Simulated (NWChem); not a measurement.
System: ZnSiH₃OF; SMILES [F][Zn][O][SiH3]

```xyz
7

Zn     0.0745    -0.8465     0.0001
F     -0.2516    -2.5467    -0.0002
O      0.4910     0.8560    -0.0003
Si    -0.1909     2.3528     0.0000
H     -1.0501     2.5711    -1.2103
H      0.8836     3.3902     0.0057
H     -1.0587     2.5668     1.2049
```
Atoms are numbered in this order, from 1.

Program: NWChem. Structure relaxed at the PBE0/def2-SVP level. Ions are spin-unrestricted doublets at the neutral geometry; other ion states weren't tried.

### Question
Estimate the computed values for CAM-B3LYP/def2-SVP. Quantities: −ε(HOMO) (eV).

### Answer
```yaml
"−ε(HOMO) (eV)": 9.74
```
